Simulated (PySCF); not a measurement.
# Computed records: BH4NSi2

All values are calculated (PySCF 2.14.0). Calculation on a computer-drawn molecule: optimised geometry and harmonic frequencies of an isolated molecule of the commonest isotopes, restricted reference for singlets and unrestricted otherwise, frozen core in MP2.

Entry: BH4NSi2

Start structure:
```xyz
8
BH4NSi2
B      0.8216    -2.5056     1.4541
Si     1.6420    -0.9422     0.9511
N      0.8996     0.5042     0.4838
Si     0.3240     2.1152     0.6461
H      1.3906    -3.5531     1.6134
H     -0.4171    -2.5068     1.6917
H      3.0781    -0.8834     0.6304
H     -0.1932     2.2766    -0.7107
```

It was run with charge 0, multiplicity 1, method HF and basis cc-pV(D+d)Z.

Drawn bonds:
```csv
atom,other atom,order
1,2,1
2,3,2
3,4,1
1,5,1
1,6,1
2,7,1
4,8,1
```

Question: BH4NSi2: rotational constants?
Answer: 17.22, 1.959, 1.809 GHz

Question: Give the missing total energy for BH4NSi2.
Answer: -659.2542 hartree

Further results for BH4NSi2:

- convergence status largest gradient component: 2.177e-06 hartree/bohr

Optimised structure:
```xyz
8
BH4NSi2
B      0.7421    -2.4953     1.4275
Si     1.7099    -0.7630     1.0116
N      0.9563     0.5772     0.6869
Si     0.1670     2.0516     0.5242
H      0.8013    -3.4201     0.6688
H      0.0894    -2.6100     2.4232
H      3.1875    -0.8428     0.9990
H     -0.1078     2.0074    -0.9813
```

Modes:
```csv
frequency (cm⁻¹),reduced mass (dalton)
58.12,1.028
88.92,5.118
194.9,3.272
235.2,4.715
281,1.315
505.9,1.111
572.3,5.95
680.8,3.431
711.8,1.501
878.9,1.272
919.4,1.171
991.5,1.312
1251,1.151
1422,13.31
2038,1.044
2317,1.042
2697,1.053
2785,1.126
```
